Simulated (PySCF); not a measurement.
**Stationary points of [ScSe2]-**

Method: PBE0/[Sc def2-SVPD, Se def2-SVPD], no relativity, density fitting, PySCF.

Relaxations began from a few typed shapes. The search is not exhaustive: other isomers or separated fragments can lie lower, and high-lying points may rest on an excited occupation.

Which is the lowest minimum found?
A. singlet C2v: Sc–Se 2.390 Å (×2); Se–Sc–Se 156.6°
B. singlet D∞h: Sc–Se 2.396 Å (×2); Se–Sc–Se 180.0°

A. The others lie at 0.9 (singlet D∞h, a saddle point) kJ/mol above it.

Formally Sc is in oxidation state +3, d0. A d0 centre has no lone pair, yet it is C2v rather than linear: covalent bonding through the d orbitals favours lower symmetry. The polar-tensor charge on Sc, 1.57, is far below the formal one.

For the lowest minimum: the lowest empty level of this anion is unbound, so it and the gap depend on the basis.
